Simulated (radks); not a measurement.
Trend from K2+ to Kr2+: ionisation energy by Delta-SCF between NIST ground configurations, and size. All-electron calculation, scalar-relativistic Kohn-Sham, BLYP, spin-polarised, spherical densities, point nucleus; open shells are filled with parallel spins first. Program: a radial shooting solver on a logarithmic mesh with Libxc functionals.

[
 {"species": "K2+", "configuration": "[Ne] 3s2 3p5", "configuration of the ion": "[Ne] 3s2 3p4", "IE (eV)": "45.662", "NIST (eV)": "45.803", "kind": "semi-emp.", "-e(HOMO) (eV)": "38.414 (3p)", "outermost": "3p", "<r> outermost (bohr)": "1.36", "r at 0.001 e/bohr^3 (bohr)": "3.10"},
 {"species": "Ca2+", "configuration": "[Ar]", "configuration of the ion": "[Ne] 3s2 3p5", "IE (eV)": "50.760", "NIST (eV)": "50.913", "kind": "exp.", "-e(HOMO) (eV)": "42.908 (3p)", "outermost": "3p", "<r> outermost (bohr)": "1.26", "r at 0.001 e/bohr^3 (bohr)": "3.00"},
 {"species": "Sc2+", "configuration": "[Ar] 3d1", "configuration of the ion": "[Ar]", "IE (eV)": "25.065", "NIST (eV)": "24.757", "kind": "exp.", "-e(HOMO) (eV)": "18.260 (3d)", "outermost": "3d", "<r> outermost (bohr)": "1.57", "r at 0.001 e/bohr^3 (bohr)": "3.12"},
 {"species": "Ti2+", "configuration": "[Ar] 3d2", "configuration of the ion": "[Ar] 3d1", "IE (eV)": "27.512", "NIST (eV)": "27.492", "kind": "exp.", "-e(HOMO) (eV)": "20.323 (3d)", "outermost": "3d", "<r> outermost (bohr)": "1.43", "r at 0.001 e/bohr^3 (bohr)": "3.15"},
 {"species": "V2+", "configuration": "[Ar] 3d3", "configuration of the ion": "[Ar] 3d2", "IE (eV)": "29.785", "NIST (eV)": "29.311", "kind": "exp.", "-e(HOMO) (eV)": "22.220 (3d)", "outermost": "3d", "<r> outermost (bohr)": "1.31", "r at 0.001 e/bohr^3 (bohr)": "3.14"},
 {"species": "Cr2+", "configuration": "[Ar] 3d4", "configuration of the ion": "[Ar] 3d3", "IE (eV)": "31.925", "NIST (eV)": "30.96", "kind": "exp.", "-e(HOMO) (eV)": "23.996 (3d)", "outermost": "3d", "<r> outermost (bohr)": "1.21", "r at 0.001 e/bohr^3 (bohr)": "3.10"},
 {"species": "Mn2+", "configuration": "[Ar] 3d5", "configuration of the ion": "[Ar] 3d4", "IE (eV)": "33.959", "NIST (eV)": "33.67", "kind": "exp.", "-e(HOMO) (eV)": "25.677 (3d)", "outermost": "3d", "<r> outermost (bohr)": "1.13", "r at 0.001 e/bohr^3 (bohr)": "3.06"},
 {"species": "Fe2+", "configuration": "[Ar] 3d6", "configuration of the ion": "[Ar] 3d5", "IE (eV)": "31.312", "NIST (eV)": "30.65", "kind": "exp.", "-e(HOMO) (eV)": "23.349 (3d)", "outermost": "3d", "<r> outermost (bohr)": "1.13", "r at 0.001 e/bohr^3 (bohr)": "3.05"},
 {"species": "Co2+", "configuration": "[Ar] 3d7", "configuration of the ion": "[Ar] 3d6", "IE (eV)": "33.674", "NIST (eV)": "33.5", "kind": "semi-emp.", "-e(HOMO) (eV)": "25.350 (3d)", "outermost": "3d", "<r> outermost (bohr)": "1.05", "r at 0.001 e/bohr^3 (bohr)": "3.02"},
 {"species": "Ni2+", "configuration": "[Ar] 3d8", "configuration of the ion": "[Ar] 3d7", "IE (eV)": "35.950", "NIST (eV)": "35.19", "kind": "exp.", "-e(HOMO) (eV)": "27.269 (3d)", "outermost": "3d", "<r> outermost (bohr)": "0.986", "r at 0.001 e/bohr^3 (bohr)": "2.98"},
 {"species": "Cu2+", "configuration": "[Ar] 3d9", "configuration of the ion": "[Ar] 3d8", "IE (eV)": "38.141", "NIST (eV)": "36.84", "kind": "exp.", "-e(HOMO) (eV)": "29.112 (3d)", "outermost": "3d", "<r> outermost (bohr)": "0.931", "r at 0.001 e/bohr^3 (bohr)": "2.94"},
 {"species": "Zn2+", "configuration": "[Ar] 3d10", "configuration of the ion": "[Ar] 3d9", "IE (eV)": "40.253", "NIST (eV)": "39.723", "kind": "exp.", "-e(HOMO) (eV)": "30.888 (3d)", "outermost": "3d", "<r> outermost (bohr)": "0.882", "r at 0.001 e/bohr^3 (bohr)": "2.90"},
 {"species": "Ga2+", "configuration": "[Ar] 3d10 4s1", "configuration of the ion": "[Ar] 3d10", "IE (eV)": "31.827", "NIST (eV)": "30.726", "kind": "exp.", "-e(HOMO) (eV)": "26.760 (4s)", "outermost": "4s", "<r> outermost (bohr)": "2.07", "r at 0.001 e/bohr^3 (bohr)": "3.29"},
 {"species": "Ge2+", "configuration": "[Ar] 3d10 4s2", "configuration of the ion": "[Ar] 3d10 4s1", "IE (eV)": "34.615", "NIST (eV)": "34.058", "kind": "exp.", "-e(HOMO) (eV)": "29.328 (4s)", "outermost": "4s", "<r> outermost (bohr)": "1.94", "r at 0.001 e/bohr^3 (bohr)": "3.41"},
 {"species": "As2+", "configuration": "[Ar] 3d10 4s2 4p1", "configuration of the ion": "[Ar] 3d10 4s2", "IE (eV)": "28.002", "NIST (eV)": "28.35", "kind": "exp.", "-e(HOMO) (eV)": "23.083 (4p)", "outermost": "4p", "<r> outermost (bohr)": "2.14", "r at 0.001 e/bohr^3 (bohr)": "3.56"},
 {"species": "Se2+", "configuration": "[Ar] 3d10 4s2 4p2", "configuration of the ion": "[Ar] 3d10 4s2 4p1", "IE (eV)": "31.473", "NIST (eV)": "31.70", "kind": "exp.", "-e(HOMO) (eV)": "26.120 (4p)", "outermost": "4p", "<r> outermost (bohr)": "1.98", "r at 0.001 e/bohr^3 (bohr)": "3.57"},
 {"species": "Br2+", "configuration": "[Ar] 3d10 4s2 4p3", "configuration of the ion": "[Ar] 3d10 4s2 4p2", "IE (eV)": "34.832", "NIST (eV)": "34.87", "kind": "exp.", "-e(HOMO) (eV)": "29.096 (4p)", "outermost": "4p", "<r> outermost (bohr)": "1.84", "r at 0.001 e/bohr^3 (bohr)": "3.53"},
 {"species": "Kr2+", "configuration": "[Ar] 3d10 4s2 4p4", "configuration of the ion": "[Ar] 3d10 4s2 4p3", "IE (eV)": "35.496", "NIST (eV)": "35.84", "kind": "exp.", "-e(HOMO) (eV)": "29.770 (4p)", "outermost": "4p", "<r> outermost (bohr)": "1.75", "r at 0.001 e/bohr^3 (bohr)": "3.49"}
]

Reference values: NIST Atomic Spectra Database (exp. = measured, semi-emp. = semi-empirical, theory = theoretical value adopted there). Open shells are spherical and high-spin; term and fine-structure splittings are not resolved.
